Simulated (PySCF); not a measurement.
Ionisation energy of Cl(16+) by level of theory

Cl(16+) 1s1 [1s1/2^1, M_J = 1/2] → Cl(17+) (bare nucleus), as a difference of total energies. Calculation: PySCF 2.14, in an even-tempered Gaussian basis (15 s from 13 bohr⁻², ratio 2.4; 8 p from 18 bohr⁻², ratio 2.4; 3 d from 52 bohr⁻², ratio 2.6; 3 f from 78 bohr⁻², ratio 2.6); the two-component X2C-1e Hamiltonian. "Screened" scales the spin-orbit matrix elements by Boettger's factors to mimic the two-electron term; Breit and QED terms are absent.

| method | ionisation energy (eV) | difference from reference (eV) |
| --- | --- | --- |
| GHF (screened spin-orbit) | 3947.3 | +1.0 |
| GHF (bare spin-orbit) | 3947.3 | +1.0 |

Reference: 3946.3 eV (theoretical estimate listed by NIST; NIST Atomic Spectra Database, ionization energies).
